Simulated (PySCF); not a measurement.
dimethyl diselenide (C$_{2}$H$_{6}$Se$_{2}$), singlet, at a GFN2-xTB geometry; PySCF with PBE0/6-31G.

The PySCF input:
```python
from pyscf import gto, scf, dft

mol = gto.Mole()
mol.atom = '''
    C     1.968559   -1.176134    0.159054
    Se    0.979498    0.507549    0.433550
    Se   -0.959918    0.039424   -0.694255
    C    -2.037413   -0.747376    0.757753
    H     2.964965   -1.030416    0.564544
    H     2.022396   -1.386605   -0.905073
    H     1.466846   -1.984399    0.683848
    H    -3.034512   -0.912441    0.361485
    H    -2.073845   -0.050680    1.590130
    H    -1.598429   -1.691481    1.068196
'''
mol.basis = '6-31g'
mol.charge = 0
mol.spin = 0
mol.verbose = 4
mol.build()

mf = dft.RKS(mol)
mf.xc = 'pbe0'
mf.init_guess = '1e'
mf.kernel()
```

Output, abridged:

```
PySCF version 2.14.0

[INPUT] verbose = 4
[INPUT] num. atoms = 10
[INPUT] num. electrons = 86
[INPUT] charge = 0
[INPUT] spin (= nelec alpha-beta = 2S) = 0
[INPUT] symmetry False subgroup None
[INPUT] Mole.unit = angstrom
[INPUT] Symbol           X                Y                Z      unit          X                Y                Z       unit  Magmom
[...]
nuclear repulsion = 543.933735878586
number of shells = 44
number of NR pGTOs = 248
number of NR cGTOs = 84
basis = 6-31g
ecp = {}

******** <class 'pyscf.dft.rks.RKS'> ********
method = RKS
initial guess = 1e
damping factor = 0
level_shift factor = 0
DIIS = <class 'pyscf.scf.diis.CDIIS'>
diis_start_cycle = 1
diis_space = 8
diis_damp = 0
SCF conv_tol = 1e-09
SCF conv_tol_grad = None
SCF max_cycles = 50
direct_scf = True
direct_scf_tol = 1e-13
XC library pyscf.dft.libxc version 7.1.2
    S. Lehtola, C. Steigemann, M. J. T. Oliveira, and M. A. L. Marques,  SoftwareX 7, 1–5 (2018)
XC functionals = pbe0
    C. Adamo and V. Barone,  J. Chem. Phys. 110, 6158 (1999)
    M. Ernzerhof and G. E. Scuseria,  J. Chem. Phys. 110, 5029 (1999)
radial grids:
    Treutler-Ahlrichs [JCP 102, 346 (1995); DOI:10.1063/1.469408] (M4) radial grids

becke partition: Becke, JCP 88, 2547 (1988); DOI:10.1063/1.454033
pruning grids: <function nwchem_prune>
grids dens level: 3
symmetrized grids: False
atomic radii adjust function: <function treutler_atomic_radii_adjust>
small_rho_cutoff = 0
Set gradient conv threshold to 3.16228e-05
Initial guess from hcore.
[...]
tot grids = 127936
init E= -4724.19477555604
[...]
cycle= 1 E= -4168.81227563462  delta_E=  555  |g|= 16.4  |ddm|=  132
[...]
cycle= 2 E= -4647.4922559723  delta_E= -479  |g|= 5.41  |ddm|=  133
[...]
cycle= 3 E= -4578.40411947897  delta_E= 69.1  |g|= 26.7  |ddm|= 76.3
[...]
cycle= 4 E= -4590.48810876634  delta_E= -12.1  |g|= 22.2  |ddm|= 20.2
[...]
cycle= 5 E= -4595.69619188345  delta_E= -5.21  |g|= 20.9  |ddm|= 11.3
[...]
cycle= 6 E= -4595.72870497485  delta_E= -0.0325  |g|= 20.9  |ddm|= 1.88
[...]
cycle= 7 E= -4596.15348998591  delta_E= -0.425  |g|= 20.8  |ddm|= 3.87
[...]
cycle= 8 E= -4595.92447823319  delta_E= 0.229  |g|= 20.8  |ddm|= 2.13
[...]
cycle= 9 E= -4595.57903490909  delta_E= 0.345  |g|= 20.9  |ddm|= 1.78
[...]
cycle= 10 E= -4389.55405236721  delta_E=  206  |g|= 41.6  |ddm|= 54.7
[...]
cycle= 11 E= -4649.17991292141  delta_E= -260  |g|= 7.31  |ddm|=  101
[...]
cycle= 12 E= -4588.21657937695  delta_E=   61  |g|= 23.4  |ddm|= 71.8
[...]
cycle= 13 E= -4587.23970325194  delta_E= 0.977  |g|= 23.6  |ddm|= 6.38
[...]
cycle= 14 E= -4589.47881634642  delta_E= -2.24  |g|= 23.3  |ddm|= 14.4
[...]
cycle= 15 E= -4591.89720670694  delta_E= -2.42  |g|= 22.6  |ddm|= 17.5
[...]
cycle= 16 E= -4594.9476506349  delta_E= -3.05  |g|= 22.1  |ddm|= 16.5
[...]
cycle= 17 E= -4591.89215183023  delta_E= 3.06  |g|= 22.5  |ddm|=   12
[...]
cycle= 18 E= -4590.55737142164  delta_E= 1.33  |g|=   23  |ddm|= 14.7
[...]
cycle= 19 E= -4588.58111258194  delta_E= 1.98  |g|= 23.7  |ddm|= 10.3
[...]
cycle= 20 E= -4650.25516971897  delta_E= -61.7  |g|= 8.22  |ddm|= 71.2
[...]
cycle= 21 E= -4599.39133048391  delta_E= 50.9  |g|= 21.1  |ddm|= 61.7
[...]
cycle= 22 E= -4599.45596079132  delta_E= -0.0646  |g|= 21.4  |ddm|= 32.9
[...]
cycle= 23 E= -4600.26236058705  delta_E= -0.806  |g|= 20.9  |ddm|= 33.4
[...]
cycle= 24 E= -4599.80818186589  delta_E= 0.454  |g|=   21  |ddm|= 2.61
[...]
cycle= 25 E= -4601.95645526751  delta_E= -2.15  |g|= 20.8  |ddm|= 6.56
[...]
cycle= 26 E= -4592.5837673211  delta_E= 9.37  |g|= 22.2  |ddm|= 21.5
[...]
cycle= 27 E= -4596.85879694087  delta_E= -4.28  |g|= 21.5  |ddm|= 21.1
[...]
cycle= 28 E= -4589.41603725064  delta_E= 7.44  |g|=   23  |ddm|= 23.8
[...]
cycle= 29 E= -4650.14098588757  delta_E= -60.7  |g|= 8.13  |ddm|=   72
[...]
cycle= 30 E= -4591.67593182901  delta_E= 58.5  |g|= 22.4  |ddm|=   70
[...]
cycle= 31 E= -4590.46065133109  delta_E= 1.22  |g|= 22.6  |ddm|= 6.67
[...]
cycle= 32 E= -4592.18629611126  delta_E= -1.73  |g|= 22.3  |ddm|= 10.5
[...]
cycle= 33 E= -4591.90185975812  delta_E= 0.284  |g|= 22.4  |ddm|= 1.34
[...]
cycle= 34 E= -4592.02214704004  delta_E= -0.12  |g|= 22.3  |ddm|= 11.6
[...]
cycle= 35 E= -4589.85465050209  delta_E= 2.17  |g|= 22.9  |ddm|= 4.86
[...]
cycle= 36 E= -4594.92526208529  delta_E= -5.07  |g|=   22  |ddm|= 17.5
[...]
cycle= 37 E= -4593.87774953395  delta_E= 1.05  |g|= 22.2  |ddm|= 4.17
[...]
cycle= 38 E= -4650.26450140944  delta_E= -56.4  |g|= 8.22  |ddm|= 66.7
[...]
cycle= 39 E= -4595.01133508199  delta_E= 55.3  |g|=   22  |ddm|= 66.1
[...]
cycle= 40 E= -4591.52496981583  delta_E= 3.49  |g|= 22.7  |ddm|= 9.88
[...]
cycle= 41 E= -4604.21302792846  delta_E= -12.7  |g|= 20.6  |ddm|= 25.8
[...]
cycle= 42 E= -4592.89115264921  delta_E= 11.3  |g|= 22.1  |ddm|= 28.8
[...]
cycle= 43 E= -4593.05725314173  delta_E= -0.166  |g|= 21.9  |ddm|=   21
[...]
cycle= 44 E= -4602.1386434358  delta_E= -9.08  |g|= 20.7  |ddm|= 31.3
[...]
cycle= 45 E= -4603.54309763352  delta_E= -1.4  |g|= 20.6  |ddm|= 25.2
[...]
cycle= 46 E= -4602.96534498425  delta_E= 0.578  |g|= 20.7  |ddm|= 2.74
[...]
cycle= 47 E= -4650.30015124885  delta_E= -47.3  |g|= 8.26  |ddm|= 63.6
[...]
cycle= 48 E= -4603.22476000474  delta_E= 47.1  |g|= 20.6  |ddm|= 61.7
[...]
cycle= 49 E= -4592.14858244357  delta_E= 11.1  |g|= 22.3  |ddm|= 24.6
[...]
cycle= 50 E= -4592.02220043317  delta_E= 0.126  |g|= 22.5  |ddm|= 1.99
SCF not converged.
SCF energy = -4592.02220043317
```

The run did not converge; its last values are not results.
